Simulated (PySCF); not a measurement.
CH3S (SMILES C[S]), doublet, geometry from GFN2-xTB, atoms displaced at random by about 0.08 Å a coordinate; PBE0/cc-pVDZ, gradient by finite differences (PySCF).

Input for PySCF:
```python
from pyscf import gto, scf, dft

mol = gto.Mole()
mol.atom = '''
    C    -0.00126137    1.01912140    0.09380364
    S    -0.05520671   -0.69478602   -0.16883268
    H     0.98334482    1.44914533   -0.01201551
    H    -0.41363220    1.38111388    0.91259552
    H    -0.42448412    1.52922489   -0.87787882
'''
mol.basis = 'cc-pvdz'
mol.spin = 1
mol.verbose = 4
mol.build()

mf = dft.UKS(mol)
mf.xc = 'pbe0'
mf.conv_tol = 1e-11
mf.kernel()
scan, done = mf.as_scanner(), []
scan.scf_summary = {}
def energy(d):
    c = mol.atom_coords()
    c[0, 0] += d
    e = scan(mol.set_geom_(c, unit='Bohr', inplace=False))
    done.append(scan.converged)
    return e
h = 1e-3
fd = (energy(h) - energy(-h)) / (2 * h)
print('dE/dx =', fd)
```

**Question.** Write the output that PySCF gives for this input, abridged.

**Answer.** 
```
PySCF version 2.14.0

[INPUT] verbose = 4
[INPUT] num. atoms = 5
[INPUT] num. electrons = 25
[INPUT] charge = 0
[INPUT] spin (= nelec alpha-beta = 2S) = 1
[INPUT] symmetry False subgroup None
[INPUT] Mole.unit = angstrom
[INPUT] Symbol           X                Y                Z      unit          X                Y                Z       unit  Magmom
[...]
nuclear repulsion = 49.7804707661134
number of shells = 19
number of NR pGTOs = 88
number of NR cGTOs = 47
basis = cc-pvdz
ecp = {}

******** <class 'pyscf.dft.uks.UKS'> ********
method = UKS
initial guess = minao
damping factor = 0
level_shift factor = 0
DIIS = <class 'pyscf.scf.diis.CDIIS'>
diis_start_cycle = 1
diis_space = 8
diis_damp = 0
SCF conv_tol = 1e-11
SCF conv_tol_grad = None
SCF max_cycles = 50
direct_scf = True
direct_scf_tol = 1e-13
number electrons alpha = 13  beta = 12
XC library pyscf.dft.libxc version 7.1.2
    S. Lehtola, C. Steigemann, M. J. T. Oliveira, and M. A. L. Marques,  SoftwareX 7, 1–5 (2018)
XC functionals = pbe0
    C. Adamo and V. Barone,  J. Chem. Phys. 110, 6158 (1999)
    M. Ernzerhof and G. E. Scuseria,  J. Chem. Phys. 110, 5029 (1999)
radial grids:
    Treutler-Ahlrichs [JCP 102, 346 (1995); DOI:10.1063/1.469408] (M4) radial grids

becke partition: Becke, JCP 88, 2547 (1988); DOI:10.1063/1.454033
pruning grids: <function nwchem_prune>
grids dens level: 3
symmetrized grids: False
atomic radii adjust function: <function treutler_atomic_radii_adjust>
small_rho_cutoff = 0
Set gradient conv threshold to 3.16228e-06
tot grids = 62424
init E= -437.915218024731

cycle= 1 E= -437.839612813138  delta_E= 0.0756  |g|= 0.123  |ddm|= 1.41
cycle= 2 E= -437.847329288854  delta_E= -0.00772  |g|= 0.0954  |ddm|= 0.246
cycle= 3 E= -437.852471699344  delta_E= -0.00514  |g|= 0.0178  |ddm|= 0.101
cycle= 4 E= -437.852649524637  delta_E= -0.000178  |g|= 0.0107  |ddm|= 0.0306
cycle= 5 E= -437.852730887864  delta_E= -8.14e-05  |g|= 0.00213  |ddm|= 0.0126
cycle= 6 E= -437.852734530304  delta_E= -3.64e-06  |g|= 0.000526  |ddm|= 0.00298
cycle= 7 E= -437.852734886088  delta_E= -3.56e-07  |g|= 0.000139  |ddm|= 0.000952
cycle= 8 E= -437.852735016317  delta_E= -1.3e-07  |g|= 9.48e-05  |ddm|= 0.000782
cycle= 9 E= -437.852735129098  delta_E= -1.13e-07  |g|= 8.72e-05  |ddm|= 0.000776
cycle= 10 E= -437.852735273019  delta_E= -1.44e-07  |g|= 7.71e-05  |ddm|= 0.00109
cycle= 11 E= -437.852735653136  delta_E= -3.8e-07  |g|= 4.89e-05  |ddm|= 0.00387
[...]
converged SCF energy = -437.852735841763  <S^2> = 0.75358931  2S+1 = 2.0035861
converged SCF energy = -437.852762253593  <S^2> = 0.75358999  2S+1 = 2.0035868
[...]
   4 H     -0.413632200000   1.381113880000   0.912595520000 AA   -0.781651574301   2.609926980035   1.724555595305 Bohr
   5 H     -0.424484120000   1.529224890000  -0.877878820000 AA   -0.802158731027   2.889816224968  -1.658950540356 Bohr

******** <class 'pyscf.scf.hf.UKS_Scanner'> ********
method = UKS_Scanner
initial guess = minao
damping factor = 0
level_shift factor = 0
DIIS = <class 'pyscf.scf.diis.CDIIS'>
diis_start_cycle = 1
diis_space = 8
diis_damp = 0
SCF conv_tol = 1e-11
SCF conv_tol_grad = None
SCF max_cycles = 50
direct_scf = True
direct_scf_tol = 1e-13
number electrons alpha = 13  beta = 12
XC library pyscf.dft.libxc version 7.1.2
    S. Lehtola, C. Steigemann, M. J. T. Oliveira, and M. A. L. Marques,  SoftwareX 7, 1–5 (2018)
XC functionals = pbe0
    C. Adamo and V. Barone,  J. Chem. Phys. 110, 6158 (1999)
    M. Ernzerhof and G. E. Scuseria,  J. Chem. Phys. 110, 5029 (1999)
radial grids:
    Treutler-Ahlrichs [JCP 102, 346 (1995); DOI:10.1063/1.469408] (M4) radial grids

becke partition: Becke, JCP 88, 2547 (1988); DOI:10.1063/1.454033
pruning grids: <function nwchem_prune>
grids dens level: 3
symmetrized grids: False
atomic radii adjust function: <function treutler_atomic_radii_adjust>
small_rho_cutoff = 0
Set gradient conv threshold to 3.16228e-06
tot grids = 62424
init E= -437.852652347851
cycle= 1 E= -437.852708853637  delta_E= -5.65e-05  |g|= 0.000204  |ddm|= 0.00104
cycle= 2 E= -437.852708887219  delta_E= -3.36e-08  |g|= 0.000134  |ddm|= 0.000394
cycle= 3 E= -437.852708901833  delta_E= -1.46e-08  |g|= 4.25e-05  |ddm|= 0.000174
cycle= 4 E= -437.852708907039  delta_E= -5.21e-09  |g|= 2.79e-05  |ddm|= 0.000118
cycle= 5 E= -437.852708914266  delta_E= -7.23e-09  |g|= 2.27e-05  |ddm|= 0.000188
cycle= 6 E= -437.852708921723  delta_E= -7.46e-09  |g|= 2.06e-05  |ddm|= 0.000215
cycle= 7 E= -437.852708940472  delta_E= -1.87e-08  |g|= 1.55e-05  |ddm|= 0.000656
cycle= 8 E= -437.852708958858  delta_E= -1.84e-08  |g|= 6.69e-06  |ddm|= 0.00111
cycle= 9 E= -437.852708961701  delta_E= -2.84e-09  |g|= 1.44e-06  |ddm|= 0.00058
cycle= 10 E= -437.852708961731  delta_E= -3e-11  |g|= 3.37e-07  |ddm|= 5.72e-05
cycle= 11 E= -437.852708961732  delta_E= -1.42e-12  |g|= 8.95e-08  |ddm|= 8.28e-06
Extra cycle  E= -437.852708961731  delta_E= 1.31e-12  |g|= 4.7e-08  |ddm|= 1.66e-07
converged SCF energy = -437.852708961731  <S^2> = 0.75358862  2S+1 = 2.0035854
dE/dx = -0.02664593120016434
```
